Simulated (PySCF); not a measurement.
Br4Sn, SMILES [Br][Sn-]([Br])([Br])[Br] (connectivity only; charge and spin as stated), charge -1, multiplicity 2.

The structure is a stationary point at r2SCAN-D4/def2-SVPD. The def2 effective core potentials stand for the cores of Sn; spin–orbit coupling is left out.

Method: M06-2X/def2-SVPD run with PySCF.

```yaml
total_energy: -10510.09236 hartree
point_group: Td
"α spin, highest occupied and lowest empty level": -2.89 and 3.16 eV
"β spin, highest occupied and lowest empty level": -5.68 and 0.33 eV
dipole_moment_about_the_centre_of_nuclear_charge: 0.00 D
mean_static_polarisability: 169.3 bohr³ (25.08 Å³)
polarisability_principal_values: 169.3, 169.3, 169.3 bohr³
"⟨S²⟩": 0.753 (pure state 0.75)
```
